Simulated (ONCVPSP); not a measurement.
# Fe, ONCV: configuration errors across variants

```
Element                 : Fe
Generator               : ONCVPSP 4.0.1
Type                    : optimised norm-conserving Vanderbilt (ONCV)
Functional              : PBEsol
Relativity              : scalar-relativistic
Frozen core             : [Ne]
Valence charge          : 16
Reference configuration : 3s2 3p6 3d6 4s2
Partial waves           : 3s+4s: rc 1.45 bohr, ncon 4, nbas 7, qcut 7.6 1/bohr, 2 projectors; 3p: rc 1.35 bohr, ncon 4, nbas 7, qcut 8.6 1/bohr, 1 projector; 3d: rc 1.35 bohr, ncon 4, nbas 9, qcut 12.5 1/bohr, 2 projectors, debl 3.4 Ha
Local potential         : polynomial inside 1.25 bohr (lpopt 5, dvloc0 4 Ha)
Core correction         : Teter function, fcfact 5.5, rcfact 1.75
```

All-electron excitation energies from the reference (eV): (1) 3s2 3p6 3d6 4s1 8.745; (2) 3s2 3p6 3d6 4s0 24.862; (3) 3s2 3p6 3d5 4s0 59.049; (4) 3s2 3p6 3d6 4s0 4p1 13.822.

Errors AE − PS in meV (a dash: test not solved or not reliable):

```csv
change,(1),(2),(3),(4),bound ghosts,GHOST(+) flags above zero
base,-0.3,0.0,-1.6,-90,none,none
p: qcut 5.6,-0.4,-0.3,-8.1,-144,none,none
"local potential polynomial inside 1.20 bohr (lpopt 5, dvloc0 4 Ha)",-0.3,+0.1,-0.7,-64,none,none
```

Problem. Give the same row for: core correction none.

Solution. 0.0, +1.9, -1.0, -89; bound ghosts: none; GHOST(+) flags above zero: none.
